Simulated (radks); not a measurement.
Kinetic energies: the exact non-interacting value of the Kohn-Sham orbitals and orbital-free approximations, in hartree. Species: Zn [Ar] 3d10 4s2; Ti4+ [Ar]; Al+ [Ne] 3s2. All-electron calculation, non-relativistic Kohn-Sham, LDA (Slater exchange, Perdew-Wang correlation), spin-polarised, spherical densities, point nucleus. Program: a radial shooting solver on a logarithmic mesh with Libxc functionals. Every spin shell is full or empty, so the densities are truly spherical. Functionals are evaluated on that one density, not self-consistently.

functional	Zn	Ti4+	Al+
exact	1774.69	842.765	240.464
Thomas-Fermi	1661.8	784.85	221.85
von Weizsacker	874.43	465.85	155.38
TF + vW	2536.3	1250.7	377.23
TF + vW/9	1759.0	836.61	239.11
TF + vW/5	1836.7	878.01	252.93
LC94	1772.5	842.80	240.69
revAPBEK	1778.4	846.24	241.99
Perdew 92	1759.2	836.71	239.15
Thakkar	1764.6	840.10	240.36
LKT	2187.7	1070.5	319.87
PG1	2101.5	1025.3	305.14
